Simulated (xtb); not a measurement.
C₅H₇FO, SMILES C=C[C@]1(F)CCO1. All values are semi-empirical tight-binding results from xtb (GFN2-xTB unless named), good for trends rather than for accurate numbers. Geometry optimised at GFN2-xTB. The structure was generated by enumeration; whether it is a known compound was not checked. One conformer was computed; it need not be the lowest.

Optimised geometry:

```xyz
14

C      2.4557    -0.3606     0.1803
C      1.2657    -0.6123    -0.3309
C      0.0156     0.1189     0.0408
F      0.3208     1.2489     0.7723
C     -1.1180    -0.6842     0.7083
C     -1.9504    -0.2089    -0.4859
O     -0.8125     0.4590    -1.0483
H      2.6012     0.4213     0.9061
H      3.3241    -0.9240    -0.1133
H      1.1033    -1.3846    -1.0688
H     -1.4143    -0.2922     1.6765
H     -0.9405    -1.7539     0.7655
H     -2.7521     0.4949    -0.2522
H     -2.3194    -0.9903    -1.1535
```
Charge 0, spin multiplicity 1.

```yaml
orbital_gap: 5.20 eV
dipole_moment: 3.11 D
zero_point_energy: 68.2 kcal/mol
G − E(el) at 298.15 K (modified RRHO): 48.5 kcal/mol
static polarisability (D4 model): 62.8 bohr³
solvation energy, GFN2-xTB/ALPB(water): -3.7 kcal/mol
solvation energy, GFN2-xTB/ALPB(toluene): -5.4 kcal/mol
```

Computed IR lines (harmonic; lines under 4 % of the strongest left out, lines within 3 cm⁻¹ merged):
ν (cm⁻¹): 404 (w), 436 (w), 467 (w), 685 (w), 878 (w), 902 (s), 905 (w), 1008 (s), 1015 (m), 1026 (m), 1050 (vs), 1076 (vs), 1112 (m), 1120 (m), 1204 (s), 1219 (m), 1258 (w), 1275 (w), 2950 (m), 2967 (m), 3039 (m), 3047 (w), 3082 (m), 3113 (w), 3143 (m) (against the strongest line: vs over 80 %, s over 45 %, m over 15 %, w over 4 %, vw less)

Computed atomic charges and the Wiberg bond orders between heavy atoms:
charges (e) C1 -0.07, C2 -0.05, C3 0.30, F4 -0.25, C5 -0.08, C6 0.08, O7 -0.32, H8 0.07, H9 0.06, H10 0.06, H11 0.07, H12 0.05, H13 0.05, H14 0.05. Bond orders C1–C2 1.98, C2–C3 0.99, C3–F4 0.91, C3–C5 0.96, C5–C6 1.00, C3–O7 0.97, C6–O7 0.97.
